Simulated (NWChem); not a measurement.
System meant: C$_{3}$H$_{7}$BO; SMILES C1CB(C1)O

The following NWChem deck was run.

```
start job
memory heap 200 mb stack 900 mb global 1100 mb
geometry units angstroms noautoz
  O      0.084328    -1.941233     0.224439
  B      0.018754    -0.614860    -0.062345
  C      1.156111     0.487664    -0.147687
  C     -0.003919     1.491295     0.173323
  C     -1.145954     0.470221    -0.162976
  H     -0.803432    -2.336902     0.307784
  H      2.028216     0.459196     0.535711
  H      1.535943     0.628386    -1.182286
  H     -0.010836     2.435948    -0.409457
  H     -0.014917     1.758950     1.249389
  H     -2.033624     0.443790     0.502292
  H     -1.506476     0.603842    -1.205828
end
basis spherical
  * library def2-svp
end
dft
  xc xpbe96 cpbe96
  iterations 4
  mulliken
end
task dft energy
```

End of the output:

```
    Atom       Charge   Shell Charges
 -----------   ------   -------------------------------------------------------
    1 O    8     7.94   1.97  0.86  0.55  2.68  1.86  0.02
    2 B    5     5.15   1.96  0.51  0.22  1.45  0.65  0.35
    3 C    6     6.10   1.96  0.59  0.31  1.90  1.28  0.06
    4 C    6     6.02   1.96  0.59  0.30  1.88  1.20  0.08
    5 C    6     6.12   1.96  0.59  0.31  1.90  1.29  0.06
    6 H    1     0.89   0.55  0.17  0.17
    7 H    1     0.96   0.62  0.27  0.07
    8 H    1     0.95   0.62  0.26  0.07
    9 H    1     0.98   0.64  0.27  0.07
   10 H    1     0.97   0.64  0.27  0.07
   11 H    1     0.97   0.63  0.28  0.07
   12 H    1     0.95   0.62  0.26  0.07

 center of mass
 --------------
 x =   0.02102242 y =  -0.12328769 z =  -0.00114733

 moments of inertia (a.u.)
 ------------------
         425.548023505394           0.000000000000          -0.000000000000
           0.000000000000         186.598249725808          -0.000000000000
          -0.000000000000          -0.000000000000         564.146950781143

     Multipole analysis of the density
     ---------------------------------

     L   x y z        total         alpha         beta         nuclear
     -   - - -        -----         -----         ----         -------
     0   0 0 0     -0.000000    -19.000000    -19.000000     38.000000

     1   1 0 0     -0.566129     -0.283065     -0.283065     -0.000000
     1   0 1 0     -0.116638     -0.058319     -0.058319     -0.000000
     1   0 0 1     -0.002817     -0.001408     -0.001408     -0.000000

     2   2 0 0    -22.979874    -64.153367    -64.153367    105.326859
     2   1 1 0      2.938374     -0.206549     -0.206549      3.351473
     2   1 0 1     -0.216802      0.008953      0.008953     -0.234708
     2   0 2 0    -22.806577   -125.587537   -125.587537    228.368497
     2   0 1 1     -0.359846     -0.108233     -0.108233     -0.143380
     2   0 0 2    -22.592865    -21.883820    -21.883820     21.174775

 ------------------------------------------------------------------------
 dft energy failed                                                                                  0
 ------------------------------------------------------------------------
 ------------------------------------------------------------------------
  current input line :
    25: task dft energy
 ------------------------------------------------------------------------
 ------------------------------------------------------------------------
 This type of error is most commonly associated with calculations not reaching convergence criteria
 ------------------------------------------------------------------------
 For more information see the NWChem manual at https://nwchemgit.github.io

0:dft energy failed:Received an Error in Communication
```

Problem. Find the fault in this run and fix the input.

Solution. The run did not converge; its last values are not results. Cause: the SCF was allowed too few iterations. This input runs:
```
start job
memory heap 200 mb stack 900 mb global 1100 mb
geometry units angstroms noautoz
  O      0.084328    -1.941233     0.224439
  B      0.018754    -0.614860    -0.062345
  C      1.156111     0.487664    -0.147687
  C     -0.003919     1.491295     0.173323
  C     -1.145954     0.470221    -0.162976
  H     -0.803432    -2.336902     0.307784
  H      2.028216     0.459196     0.535711
  H      1.535943     0.628386    -1.182286
  H     -0.010836     2.435948    -0.409457
  H     -0.014917     1.758950     1.249389
  H     -2.033624     0.443790     0.502292
  H     -1.506476     0.603842    -1.205828
end
basis spherical
  O library def2-svp
  B library def2-svp
  C library def2-svp
  H library def2-svp
end
dft
  xc xpbe96 cpbe96
  iterations 150
  mulliken
end
task dft energy
```
It converges to -218.18894 Ha (PBE/def2-SVP).
